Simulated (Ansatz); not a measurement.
Basis-set extrapolation for CH₈O₃Si₂ (`CO[SiH](O)O[SiH3]`) (PBE0-D4/def2-TZVP geometry, frozen core, the Gaussian-basis code of Ansatz). Multiplicity 1, RHF reference.

```
                      def2-TZVPP   def2-QZVPP
                 HF  -845.326447  -845.359268
    MP2 correlation    -1.125036    -1.213518
CCSD(T) correlation    -1.212189      not run
```

Energies in hartree. Use E(X) = E(∞) + A·exp(−7.88·√X) for Hartree–Fock and E(X) = E(∞) + B·X^(−2.97) for correlation, with X = 3 and 4, and add CCSD(T) minus MP2 of the smaller set to the MP2 limit.

Task: What is the CCSD(T) energy at the basis-set limit?

Result: HF limit: -845.359268 + (-0.032821) × 0.13774 = -845.36379. MP2 limit: -1.213518 + (-0.088482) × 0.74074 = -1.27906. Higher-order term: -1.212189 − (-1.125036) = -0.08715. Total: -846.73000 hartree, 120.1 kcal/mol below CCSD(T)/def2-TZVPP.
